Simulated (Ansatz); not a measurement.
Ansatz (a quantum-chemistry and plane-wave program) input (PBE0/def2-TZVPD):

Ansatz 0.2 input:
```yaml
crystal:
  periodic: [false, false, false]
  atoms:
    - {symbol: Zr, position_ang: [0.00177991, 0.00247453, -0.04397706]}
    - {symbol: H, position_ang: [1.53398685, -0.06285687, 0.94231603]}
    - {symbol: H, position_ang: [-1.60518343, -0.03612437, 0.81676637]}
basis:
  gaussian:
    orbitals: def2-TZVPD
hamiltonian:
  xc: {name: PBE0}
magnetization: {spin_polarized: true, initial_magnetization: 2}
```

End of the output:

```
integrals: 0.01 GiB planned
501 factors; their error is unknown
mean field: 0.16 GiB planned
mean field evaluation 1: about -1306.8340 eV, gradient 1.4e1 eV
mean field evaluation 2: about -1307.5225 eV, gradient 1.2e1 eV
mean field evaluation 4: about -1308.2966 eV, gradient 5.1e-1 eV
mean field evaluation 8: about -1308.3092 eV, gradient 1.2e-1 eV
mean field evaluation 16: about -1308.3271 eV, gradient 4.3e-4 eV
mean field evaluation 32: about -1306.8340 eV, gradient 1.4e1 eV
mean field evaluation 64: about -1308.8355 eV, gradient 8.9e-2 eV
mean field -1308.85851223 eV, -48.0996631483 hartree, gradient 4.4e-6 eV, S^2 2.006309; 6 other end points of the search recorded, 0 dependent functions left out
reference -1308.85854869 eV, -48.0996644882 hartree; 8, 6 occupied and 50, 52 virtual orbitals, 501 factors
Total energy: -1308.85854869 eV, -48.0996644882 hartree
```

This state (charge 0, triplet) is run at the relaxed geometry of the species with charge 0 and multiplicity 1, and is a spin state other than that species' own.
